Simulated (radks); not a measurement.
Valence configurations of V+ (all share [Ar]). Calculated with a radial shooting solver on a logarithmic mesh with Libxc functionals: scalar-relativistic Kohn-Sham, LDA (Slater exchange, Perdew-Wang correlation), spin-polarised, spherical densities, finite nucleus; open shells are filled with parallel spins first; Fermi nuclear charge, rms radius 3.6002 fm. Energies are relative to 3d4; eigenvalues in eV for spin up.

| valence | E (eV) | moment (Bohr magnetons) | e(3d) | e(4p) | e(4s) |
|---|---|---|---|---|---|
| 3d4 | 0.000 | 4 | -10.051 | - | - |
| 3d3.5 4s0.5 | 0.194 | 4 | -11.822 | - | -10.937 |
| 3d3 4s1 | 0.923 | 4 | -13.818 | - | -11.753 |
| 3d3 4p1 | 5.243 | 4 | -14.939 | -8.091 | - |
| 3d2 4s2 | 5.768 | 2 | -18.434 | - | -12.930 |
| 3d2.5 4s0.5 4p1 | 6.844 | 4 | -17.163 | -8.664 | -13.238 |
| 3d2.5 4p1.5 | 9.139 | 4 | -17.705 | -8.936 | - |
| 3d2 4p2 | 14.049 | 4 | -20.659 | -9.756 | - |
| 3d1.5 4s1 4p1.5 | 14.950 | 4 | -22.745 | -10.080 | -15.169 |

NIST lists [Ar] 3d4 as the ground configuration; this level of theory agrees among the configurations tried. The energies are those of spherical high-spin densities, not of single terms.
